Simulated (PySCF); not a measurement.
# Zn²⁵⁺: ionisation energy

Zn²⁵⁺ [He] 2s2 2p1 (2P) → Zn²⁶⁺ [He] 2s2 (1S), as a difference of total energies. All numbers are calculated (PySCF 2.14, the non-relativistic Hamiltonian (point nucleus), in an even-tempered Gaussian basis (17 s from 6 bohr⁻², ratio 2.2; 11 p from 7.8 bohr⁻², ratio 2.2; 6 d from 33 bohr⁻², ratio 2.4; 5 f from 49 bohr⁻², ratio 2.4; 4 g from 73 bohr⁻², ratio 2.4)). Correlated levels: nothing frozen; virtual orbitals above 40 to 60 times the deepest correlated orbital energy dropped. The calculations carry no spin-orbit coupling.

| method | ionisation energy (eV) |
| --- | --- |
| UHF | 2463.0 |
| LDA | 2460.4 |
| PBE | 2464.0 |
| PBE0 | 2463.9 |
| r2SCAN | 2465.1 |
| r2SCANh | 2465.0 |
| PBEsol | 2461.7 |
| MP2 (all electrons) | 2462.2 |
| SCS-MP2 (all electrons) | 2461.8 |

A first-order spin-orbit estimate (lowest level to lowest level, LS coupling) adds 17.397 eV.

These non-relativistic numbers lack the scalar-relativistic shift.

For comparison: 2491.5 ± 1.1 eV (semi-empirical (NIST evaluation); NIST Atomic Spectra Database, ionization energies).
